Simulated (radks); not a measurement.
Problem. All-electron atom: a nucleus of charge 44.8 with 44 electrons in [Kr] 4d8. Calculated with a radial shooting solver on a logarithmic mesh with Libxc functionals: Dirac Kohn-Sham, PBE, spin-unpolarised, spherical densities, point nucleus; open shells fill j = l - 1/2 first. Some entries of the table are withheld. Estimate them.

orbital  occ.  eigenvalue (eV)  r(max) (bohr)  <r> (bohr)
1s1/2       2              (1)        0.02128     0.03278
2s1/2       2        -3304.891         0.1205      0.1423
2p1/2       2        -3059.001        0.09344      0.1209
2p3/2       4        -2917.203        0.09750      0.1258
3s1/2       2        -593.1181         0.3536      0.3928
3p1/2       2        -497.0575         0.3403      0.3855
3p3/2       4        -472.7311         0.3499      0.3962
3d3/2       4        -302.7117         0.2917      0.3710
3d5/2       6        -297.9259         0.2945      0.3745
4s1/2       2         -86.4337            (2)      0.9891
4p1/2       2         -57.4622            (3)       1.072
4p3/2       4         -53.6917            (4)       1.103
4d3/2       4         -11.3966          1.156       1.576
4d5/2       4         -11.0185          1.168       1.600

Solution. 
(1) 1s1/2 eigenvalue (eV): -22809.14
(2) 4s1/2 r(max) (bohr): 0.8886
(3) 4p1/2 r(max) (bohr): 0.9362
(4) 4p3/2 r(max) (bohr): 0.9611
